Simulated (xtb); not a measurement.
O2Zr, singlet, at a GFN2-xTB geometry (such geometries of metal compounds can be far from the true shape); GFN2-xTB in xtb.

Here is a job for xtb.
```
$ xtb mol.xyz --gfn 2 --json

# file mol.xyz
3

Zr    -0.14735518    -0.16294999    -0.21094306
O      1.44787434     0.60647650    -0.38052480
O     -0.71109845     0.20827346     1.43524010
```

Output, abridged:

```
   ID    Z sym.   atoms
    1   40 Zr     1
    2    8 O      2, 3

           -------------------------------------------------
          |                Calculation Setup                |
           -------------------------------------------------

           -------------------------------------------------
          |                 G F N 2 - x T B                 |
           -------------------------------------------------

          ...................................................
          :                      SETUP                      :
          :.................................................:
          :  # basis functions                  18          :
          :  # atomic orbitals                  17          :
          :  # shells                            7          :
          :  # electrons                        16          :
          :  max. iterations                   250          :
          :  Hamiltonian                  GFN2-xTB          :
          :  restarted?                      false          :
          :  GBSA solvation                  false          :
          :  PC potential                    false          :
          :  electronic temp.          300.0000000     K    :
          :  accuracy                    1.0000000          :
          :  -> integral cutoff          0.2500000E+02      :
          :  -> integral neglect         0.1000000E-07      :
          :  -> SCF convergence          0.1000000E-05 Eh   :
          :  -> wf. convergence          0.1000000E-03 e    :
          :  Broyden damping             0.4000000          :
          :  net charge                          0          :
          :  unpaired electrons                  0          :
          ...................................................

 iter      E             dE          RMSdq      gap      omega  full diag
   1     -9.3973709 -0.939737E+01  0.265E+01    0.58       0.0  T
   2     -9.4944864 -0.971155E-01  0.164E+01    3.92       1.0  T
   3     -9.5203219 -0.258355E-01  0.134E+01    0.87       1.0  T
   4     -9.6563365 -0.136015E+00  0.153E+00    1.94       1.0  T
   5     -9.6571431 -0.806579E-03  0.609E-01    2.02       1.0  T
   6     -9.6571739 -0.308194E-04  0.255E-01    2.11       1.0  T
   7     -9.6572213 -0.473477E-04  0.121E-01    2.05       1.0  T
   8     -9.6572636 -0.423605E-04  0.250E-02    2.07       2.3  T
   9     -9.6572640 -0.356262E-06  0.123E-02    2.07       4.7  T
  10     -9.6572642 -0.241507E-06  0.152E-03    2.07      38.0  T
  11     -9.6572643 -0.468838E-08  0.306E-04    2.07     188.7  T
  12     -9.6572643 -0.416254E-10  0.517E-05    2.07    1115.9  T

   *** convergence criteria satisfied after 12 iterations ***

         :::::::::::::::::::::::::::::::::::::::::::::::::::::
         ::                     SUMMARY                     ::
         :::::::::::::::::::::::::::::::::::::::::::::::::::::
         :: total energy              -9.610512082364 Eh    ::
         :: gradient norm              0.000023762389 Eh/a0 ::
         :: HOMO-LUMO gap              2.070737592279 eV    ::
         ::.................................................::
         :: SCC energy                -9.657264247633 Eh    ::
         :: -> isotropic ES            0.092401479624 Eh    ::
         :: -> anisotropic ES          0.022115839552 Eh    ::
         :: -> anisotropic XC         -0.024026198987 Eh    ::
         :: -> dispersion             -0.001325552705 Eh    ::
         :: repulsion energy           0.046752165268 Eh    ::
         :: add. restraining           0.000000000000 Eh    ::
         :: total charge               0.000000000000 e     ::
         :::::::::::::::::::::::::::::::::::::::::::::::::::::

           -------------------------------------------------
          |                Property Printout                |
           -------------------------------------------------

    * Orbital Energies and Occupations

         #    Occupation            Energy/Eh            Energy/eV
      -------------------------------------------------------------
         1        2.0000           -0.7045399             -19.1715
         2        2.0000           -0.6524795             -17.7549
         3        2.0000           -0.4740097             -12.8985
         4        2.0000           -0.4421776             -12.0323
         5        2.0000           -0.4298018             -11.6955
         6        2.0000           -0.4218323             -11.4786
         7        2.0000           -0.4129717             -11.2375
         8        2.0000           -0.4039856             -10.9930 (HOMO)
         9                         -0.3278874              -8.9223 (LUMO)
        10                         -0.2922328              -7.9521
        11                         -0.2767483              -7.5307
        12                         -0.2716854              -7.3929
        13                         -0.1962373              -5.3399
        14                         -0.1226303              -3.3369
        15                         -0.0360745              -0.9816
        16                          0.2480284               6.7492
        17                          0.2638698               7.1803
      -------------------------------------------------------------
                  HL-Gap            0.0760982 Eh            2.0707 eV
             Fermi-level           -0.3659365 Eh           -9.9576 eV

     #   Z          covCN         q      C6AA      α(0)
     1  40 Zr       1.405     0.988   443.822    48.250
     2   8 O        0.702    -0.494    23.727     6.527
     3   8 O        0.702    -0.494    23.727     6.527

 Mol. C6AA /au·bohr⁶  :        907.165568
 Mol. C8AA /au·bohr⁸  :      96818.314266
 Mol. α(0) /au        :         61.302934

Wiberg/Mayer (AO) data.
largest (>0.10) Wiberg bond orders for each atom

 ---------------------------------------------------------------------------
     #   Z sym  total        # sym  WBO       # sym  WBO       # sym  WBO
 ---------------------------------------------------------------------------
     1  40 Zr   4.317 --     2 O    2.159     3 O    2.159
     2   8 O    2.309 --     1 Zr   2.159     3 O    0.151
     3   8 O    2.309 --     1 Zr   2.159     2 O    0.151
 ---------------------------------------------------------------------------

Topologies differ in total number of bonds
Writing topology from bond orders to xtbtopo.mol

molecular dipole:
                 x           y           z       tot (Debye)
 q only:       -0.963      -1.065      -1.378
   full:       -1.869      -2.067      -2.676       9.820
molecular quadrupole (traceless):
                xx          xy          yy          xz          yz          zz
 q only:       -2.332      -1.805       3.491       4.323       0.002      -1.160
  q+dip:       -2.710      -1.098       3.475       5.474       1.105      -0.765
   full:       -4.104      -3.127       6.117       7.632       0.058      -2.012

           -------------------------------------------------
          | TOTAL ENERGY               -9.610512082364 Eh   |
          | GRADIENT NORM               0.000023762389 Eh/α |
          | HOMO-LUMO GAP               2.070737592279 eV   |
           -------------------------------------------------

normal termination of xtb
```
